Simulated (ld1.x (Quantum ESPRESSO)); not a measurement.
## N (Z = 7): one change to a PAW potential, before and after

- Element: N
- Generator: ld1.x (Quantum ESPRESSO) 7.5
- Type: PAW
- Functional: LDA (PZ)
- Relativity: scalar-relativistic
- Frozen core: [He]
- Valence charge: 5
- Reference configuration: 2s2 2p2 (charge +1)
- Partial waves: 2s (bound): rcut 0.85, rcutus 0.90 bohr; 2s channel at -1.2 Ry: rcut 0.85, rcutus 0.90 bohr; 2p (bound): rcut 1.60, rcutus 1.90 bohr; 2p channel at 0.3 Ry: rcut 1.60, rcutus 1.90 bohr; 3d channel at 0.4 Ry: rcut 1.50, rcutus 1.70 bohr; 3d channel at 1.9 Ry: rcut 1.50, rcutus 1.70 bohr
- Local potential: all-electron potential smoothed inside 1.25 bohr (lloc = -1)
- Core correction: a·sin(br)/r model core inside 0.80 bohr
- Augmentation charge: BESSEL, radius 0.95 bohr

Change: waves 2p (bound): rcut 1.60, rcutus 1.72 bohr; 2p channel at 0.3 Ry: rcut 1.60, rcutus 1.72 bohr.

Cutoffs: the cutoffs (Ry, on a coarse ladder) from which the occupation-weighted sum of valence levels, in a spherical-Bessel basis at the reference potential, stays within 10 and 1 mRy of its value at 400 Ry; they do not see the model core or the augmentation charge, which bear on the density cutoff. Errors are all-electron minus pseudo energies relative to the spin-unpolarised reference configuration.

Task: What does the change do?

Result: The potential gets neither clearly harder nor softer (35 Ry and 50 Ry → 35 Ry and 50 Ry); the s channel sets the loose cutoff, while the largest relative change is in p, which becomes harder; of the 9 tests that both files solve, the error grows in 0 and shrinks in 9 by more than 15 % and 0.3 meV (median size 116.4 → 18.3 meV); neither file shows a bound ghost. Less of the atom is replaced, so other configurations are described better.

| quantity | base | changed |
| --- | --- | --- |
| cutoff, loose | 35 Ry | 35 Ry |
| cutoff, tight | 50 Ry | 50 Ry |
| loose cutoff by channel (10 mRy a level) | s 30 Ry, p 15 Ry | s 30 Ry, p 18 Ry |
| bound ghosts | none | none |
| error for 2s2 2p3, meV [ΔE -13.73 eV] | +129 | +14 |
| error for 2s2 2p1, meV [ΔE 28.97 eV] | +108 | +19 |
| error for 2s2 2p0, meV [ΔE 76.13 eV] | +243 | +70 |
| error for 2s2 2p2.5, meV [ΔE -8.57 eV] | +34 | +4.1 |
| error for 2s1 2p4, meV [ΔE -2.53 eV] | +332 | +34 |
| error for 2s1 2p0, meV [ΔE 153.61 eV] | +116 | +18 |
| error for 2s1 2p3, meV [ΔE 11.45 eV] | +54 | +8.6 |
| error for 2s2 2p2 (spin-polarised), meV [ΔE -1.69 eV] | +45 | +11 |
| error for 2s2 2p3 (spin-polarised), meV [ΔE -16.62 eV] | +235 | +29 |
| lowest overlap eigenvalue by channel | s 0.51, p 0.25, d 0.81 | s 0.51, p 0.50, d 0.81 |
